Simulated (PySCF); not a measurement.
Where the electron goes

Compound: (F3Si)2NMe, CH3F6NSi2.
Geometry (PBE0-D3(BJ)/def2-SVP, Å), atoms numbered from 1 in this order:
```
atom  x, y, z in Å
Si1   -1.502    0.618   -0.298
F2    -2.413    0.671    1.014
F3    -1.258    2.092   -0.859
F4    -2.340   -0.201   -1.383
N5     0.014   -0.072    0.062
C6     0.029   -1.303    0.874
Si7    1.472    0.600   -0.519
F8     1.361    0.971   -2.067
F9     1.922    1.930    0.242
F10    2.634   -0.479   -0.310
H11   -0.603   -1.184    1.766
H12    1.050   -1.528    1.206
H13   -0.334   -2.166    0.294
```

The calculation used PySCF, TDDFT wB97X-D/def2-SVPD, vertical, gas phase, core orbitals frozen in the response.

Frontier orbitals with the atoms that hold most of them (Löwdin shares over 4%, at most four atoms; ? is withheld):

```json
{"orbital": "LUMO+2", "ε (eV)": "2.28", "atoms": "Si7 22%, Si1 19%, F10 9%, F2 8%"}
{"orbital": "LUMO+1", "ε (eV)": "2.15", "atoms": "C6 18%, Si1 9%, N5 9%, H12 9%"}
{"orbital": "LUMO", "ε (eV)": "1.36", "atoms": "?"}
{"orbital": "HOMO", "ε (eV)": "?", "atoms": "?"}
{"orbital": "HOMO-1", "ε (eV)": "-13.24", "atoms": "C6 28%, N5 22%, H12 15%, H11 8%"}
{"orbital": "HOMO-2", "ε (eV)": "-14.51", "atoms": "F9 38%, F8 31%, F10 24%"}
{"orbital": "HOMO-3", "ε (eV)": "-14.60", "atoms": "F4 38%, F2 30%, F3 23%"}
```

Q: Which atoms hold the LUMO, and with what shares?

A: Si1 (bonded to 3 F and N) 26%; Si7 (bonded to 3 F and N) 25%; C6 (bonded to N and 3 H) 9%; N5 (bonded to C and 2 Si) 7%. By element: silicon 51%, carbon 9%, nitrogen 7%.

Q: Which atoms hold the HOMO, and with what shares?

A: N5 (bonded to C and 2 Si) 57%; C6 (bonded to N and 3 H) 14%; H13 (bonded to C) 7%; Si7 (bonded to 3 F and N) 4%.

Q: What is the HOMO energy, and the HOMO–LUMO gap?

A: ε(HOMO) = -10.94 eV; the gap is 12.30 eV (0.4521 hartree).

Q: The HOMO–LUMO gap is 12.30 eV. Where does the response calculation put the lowest singlet, and from which orbitals?

A: S1 is at 7.76 eV (f = 0.0058), 4.54 eV below the gap, made of HOMO→LUMO (86%). 

Q: Give energy, strength and leading configuration of S1, S2 and S7, and follow the Löwdin shares of the leading atoms from the occupied to the empty orbital.

A: 
- S1 (7.76 eV, f 0.0058), HOMO→LUMO (86%): N5 57% → 7%, C6 14% → 9%, Si1 at most 5% → 26%, Si7 4% → 25%
- S2 (8.26 eV, f 0.011), HOMO→LUMO+1 (74%): N5 57% → 9%, C6 14% → 18%, Si1 at most 5% → 9%
- S7 (10.17 eV, f 0.011), HOMO-1→LUMO (81%): C6 28% → 9%, N5 22% → 7%, Si1 at most 8% → 26%, Si7 at most 8% → 25%

Löwdin shares depend on the basis, the more so with diffuse functions.
